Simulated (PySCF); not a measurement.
**Frontier orbitals and the lowest excitations**

Species: Mo(NH)2(NH2)2 (singlet state).
Z-matrix (Å and degrees, PBE0-D3(BJ)/def2-SVP geometry), rows numbered from 1:
```
Mo
N   1  1.7320
H   2  1.0169  1  156.09
N   1  1.7306  2  115.41  3    -0.27
H   4  1.0168  1  157.31  2     0.29
N   1  1.9445  2  107.23  3  -119.52
H   6  1.0144  1  124.03  2   147.93
H   6  1.0144  1  124.06  2   -22.92
N   1  1.9447  2  107.32  3   118.97
H   9  1.0143  1  124.17  2    23.17
H   9  1.0145  1  123.96  2  -147.67
```

The calculation used PySCF 2.14.0, density-fitted response routines, TDDFT CAM-B3LYP/def2-SVPD, vertical, gas phase, core orbitals frozen in the response, def2 core potentials past Kr. Spin–orbit coupling is left out.

Kohn–Sham orbitals with the atoms that hold most of them (Löwdin shares over 4%, at most four atoms; ? is withheld):

```tsv
orbital	ε (eV)	atoms
HOMO-3	-9.36	N2 22%, N4 21%, Mo1 19%, N6 13%
HOMO-2	-9.08	N4 38%, N2 35%, Mo1 14%, H5 4%
HOMO-1	-9.05	?
HOMO	-7.98	?
LUMO	0.20	Mo1 49%, N4 17%, N2 17%
LUMO+1	0.27	Mo1 56%, N4 9%, N2 9%, N6 8%
LUMO+2	0.82	Mo1 62%, H7 5%, H11 5%, H10 5%
```

Problem. Give the leading atoms of the HOMO-1.

Solution. N2 (bonded to Mo and H) 18%; N9 (bonded to Mo and 2 H) 18%; N6 (bonded to Mo and 2 H) 18%; Mo1 (bonded to 4 N) 16%. By element: nitrogen 55% or more, molybdenum 16%.

Problem. Which atoms hold the HOMO, and with what shares?

Solution. N6 (bonded to Mo and 2 H) 31%; N9 (bonded to Mo and 2 H) 31%; N4 (bonded to Mo and H) 11%; N2 (bonded to Mo and H) 11%.

Problem. How does S1 compare with the orbital gap of 8.18 eV?

Solution. S1 is at 4.51 eV (f = 0.0053), 3.67 eV below the gap, made of HOMO→LUMO (88%), HOMO-2→LUMO+1 (9%). Without the coupling terms of the response equations the lowest excitation would equal the gap.

Problem. One configuration dominates each of S1, S3 and S4. Which, and how do the shares of the two leading atoms of either orbital change from the occupied to the empty one?

Solution. 
- S1 (4.51 eV, f 0.0053), HOMO→LUMO (88%): N6 31% → at most 4%, N9 31% → at most 4%, Mo1 at most 12% → 49%, N4 11% → 17%; the Löwdin share of molybdenum is at most 12% in HOMO and 49% in LUMO
- S3 (4.88 eV, f 0.012), HOMO-2→LUMO (82%): N4 38% → 17%, N2 35% → 17%, Mo1 14% → 49%; the Löwdin share of molybdenum is 14% in HOMO-2 and 49% in LUMO
- S4 (5.05 eV, f 0.0000), HOMO-1→LUMO (90%): N2 18% → 17%, N9 18% → at most 4%, Mo1 16% → 49%, N4 at most 16% → 17%; the Löwdin share of molybdenum is 16% in HOMO-1 and 49% in LUMO

Löwdin shares depend on the basis, the more so with diffuse functions.

On one thread of an Arm Neoverse V1, no GPU (shared host), this took 1.7 min.
